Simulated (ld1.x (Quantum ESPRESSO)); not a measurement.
Which change was made? (Sn, TM)

ld1.x (Quantum ESPRESSO) 7.5 input, shortened:

```
&input
   title='Sn', zed=50., rel=1, dft='WC', iswitch=3,
   config='[Kr] 4d10 5s2 5p2'
 /
 &inputp
   pseudotype=2, tm=.true., lloc=0,
   nlcc=.false.
 /
2
5P  2  1   2.00   0.00  2.50  2.50  0.0
5S  1  0   2.00   0.00  2.05  2.05  0.0
 &test
   configts(1)='5s2 5p2'
 /
```

Cutoffs, loose and tight: the cutoffs (Ry, on a coarse ladder) from which the occupation-weighted sum of valence levels, in a spherical-Bessel basis at the reference potential, stays within 10 and 1 mRy of its value at 400 Ry. They do not see the model core or the augmentation charge, which bear on the density cutoff. Test errors are all-electron minus pseudo excitation energies from the reference, over the configurations 5s2 5p1; 5s2 5p0; 5s1 5p0; 5s2 5p1.5; 5s2 5p2.3; 5s1 5p2; 5s0 5p4; variants that change the core or the reference have their own tests.

The base gives: outcome: generated; cutoff, loose: 21 Ry; cutoff, tight: 30 Ry; bound ghosts: none; largest test error (meV): +46.

Q: After one change the result is: outcome: generated; cutoff, loose: 21 Ry; cutoff, tight: 30 Ry; bound ghosts: none; largest test error (meV): -106. Which change was it?
A. wave 5s (bound): rc 2.05 bohr becomes 5s (bound): rc 2.80 bohr
B. wave 5p (bound): rc 2.50 bohr becomes 5p (bound): rc 3.60 bohr
C. functional LDA (PZ)
D. core correction a·sin(br)/r model core inside 0.88 bohr
E. reference 5s2 5p1

A: B. The others give: wave 5s (bound): rc 2.05 bohr becomes 5s (bound): rc 2.80 bohr → outcome: generated; cutoff, loose: 12 Ry; cutoff, tight: 21 Ry; bound ghosts: none; largest test error (meV): +24 | reference 5s2 5p1 → outcome: generated; cutoff, loose: 21 Ry; cutoff, tight: 30 Ry; bound ghosts: d; largest test error (meV): +47 | functional LDA (PZ) → outcome: generated; cutoff, loose: 21 Ry; cutoff, tight: 30 Ry; bound ghosts: none; largest test error (meV): +301 | core correction a·sin(br)/r model core inside 0.88 bohr → outcome: generated; cutoff, loose: 21 Ry; cutoff, tight: 30 Ry; bound ghosts: none; largest test error (meV): -365.
